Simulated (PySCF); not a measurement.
Isomers of C5H5Cl3, one GFN2-xTB conformer each. Single-point energies are computed at PBE0/pcSseg-1 (PySCF, gas phase, no added dispersion term), electronic only.

```json
{"SMILES": "CC#CCC(Cl)(Cl)Cl", "GFN2-xTB relative energy (kcal/mol)": "6.3"}
{"SMILES": "ClC(Cl)(Cl)C1=CCC1", "GFN2-xTB relative energy (kcal/mol)": "0.0"}
```

Problem. What does PBE0/pcSseg-1 give for the same structures?

Solution. 
```json
{"SMILES": "ClC(Cl)(Cl)C1=CCC1", "PBE0/pcSseg-1 E (Eh)": "-1573.30891", "PBE0/pcSseg-1 (kcal/mol)": "0.0", "GFN2-xTB (kcal/mol)": "0.0", "point group": "Cs"}
{"SMILES": "CC#CCC(Cl)(Cl)Cl", "PBE0/pcSseg-1 E (Eh)": "-1573.29821", "PBE0/pcSseg-1 (kcal/mol)": "6.7", "GFN2-xTB (kcal/mol)": "6.3", "point group": "–"}
```

Both levels put the same isomer lowest. As drawn, the lower has a four-membered ring and a C=C bond outside aromatic rings, which the higher lacks; the higher has a C≡C bond, which the lower lacks.

Problem. Which frontier levels, dipoles and rotational constants go with these structures?

Solution. 
```csv
SMILES,"HOMO (eV, PBE0/pcSseg-1)",LUMO (eV),dipole (D),"A, B, C (MHz)"
ClC(Cl)(Cl)C1=CCC1,-7.83,-1.00,2.57,"1523, 944.2, 888.8"
CC#CCC(Cl)(Cl)Cl,-7.68,-0.71,2.33,"1938, 701.8, 668.1"
```
